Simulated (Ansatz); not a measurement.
Basis-set extrapolation for H6SSi3 (`[SiH3][SiH]1[SiH2]S1`) (PBE0-D4/def2-TZVP geometry, frozen core, Ansatz). Multiplicity 1, RHF reference.

```json
{"": "HF", "def2-TZVPP": "-1267.887378", "def2-QZVPP": "-1267.924863"}
{"": "MP2 correlation", "def2-TZVPP": "-0.539998", "def2-QZVPP": "-0.583721"}
{"": "CCSD(T) correlation", "def2-TZVPP": "-0.633232", "def2-QZVPP": "not run"}
```

Energies in hartree. Use E(X) = E(∞) + A·exp(−7.88·√X) for Hartree–Fock and E(X) = E(∞) + B·X^(−2.97) for correlation, with X = 3 and 4, and add CCSD(T) minus MP2 of the smaller set to the MP2 limit.

**Question.** What is the CCSD(T) energy at the basis-set limit?

**Answer.** HF limit: -1267.924863 + (-0.037485) × 0.13774 = -1267.93003. MP2 limit: -0.583721 + (-0.043723) × 0.74074 = -0.61611. Higher-order term: -0.633232 − (-0.539998) = -0.09323. Total: -1268.63937 hartree, 311.8 kJ/mol below CCSD(T)/def2-TZVPP.
